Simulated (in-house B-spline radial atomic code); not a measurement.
## BSE on G0W0@HF excitations of Cu+

Method: BSE on G0W0@HF. Computed with an all-electron radial atomic-structure program (B-spline basis): linear response of the closed shell [Ar] 3d10 with a statically screened interaction on G0W0 levels; non-relativistic, point nucleus, no spin-orbit coupling, no double excitations, S, P, D and F terms only. Only terms of natural parity with L up to 3 were computed.

Without relativity these are model numbers for so heavy an element.

Only levels near the gap carry their own quasi-particle shift, so the BSE energies are approximate.

Command:
```bash
python run_td.py task.json out
```
Settings (radii: box in bohr, nucleus in fm):
```
Z                        29
electrons                28
configuration            [Ar] 3d10
hamiltonian              nr
method                   bse
box_radius               41.61
intervals                57
```

Run time, properties included: 6.6 s on 1 thread of Arm Neoverse N1 (shared host).

The lowest states, in the order of their Tamm-Dancoff energies; the method's threshold (minus the highest G0W0 level) is 20.372 eV. Labels give the largest channel, * marks a mixed state, and oscillator strengths are full-response dipole values. Energies in eV:

| state | full response | Tamm-Dancoff | oscillator strength |
| --- | --- | --- | --- |
| 3d → 4s 3D | 3.262 | 3.285 | - |
| 3d → 4s 1D | ? | ? | - |
| 3d → 4p 3P | 8.637 | 8.654 | - |
| 3d → 4p 3F | 8.892 | 8.905 | - |
| 3d → 4p 1F | 9.144 | 9.145 | - |
| 3d → 4p 1P | 9.542 | 9.626 | 0.302 |
| 3d → 5s 3D | ? | ? | - |
| 3d → 5s 1D | 13.705 | 13.709 | - |
| 3d → 4d 3S | 14.247 | 14.265 | - |
| 3d → 4d 3D | 14.537 | 14.542 | - |
| 3d → 4d 1D | 14.665 | 14.669 | - |
| 3d → 5p 3P | 15.020 | 15.024 | - |
| 3d → 5p 3F | 15.089 | 15.091 | - |
| 3d → 5p 1F | 15.155 | 15.156 | - |
| 3d → 5p 1P | 15.250 | 15.271 | 0.0466 |
| 3d → 4d 1S | 15.220 | 15.321 | - |

**Question.** Where does 3d → 5s 3D lie?

**Answer.** At 13.600 eV in full response, 13.604 eV in Tamm-Dancoff.

**Question.** Where does 3d → 4s 1D lie?

**Answer.** At 3.808 eV in full response, 3.833 eV in Tamm-Dancoff.

**Question.** How large is the singlet-triplet splitting of 3d → 4s (D terms) in Tamm-Dancoff?

**Answer.** 0.548 eV, from the unrounded values.

**Question.** What polarisabilities and dispersion coefficient does the method give?

**Answer.** Dipole 5.379 bohr³, quadrupole 31.55 bohr⁵, C6 16.39 hartree·bohr⁶ for two such species.
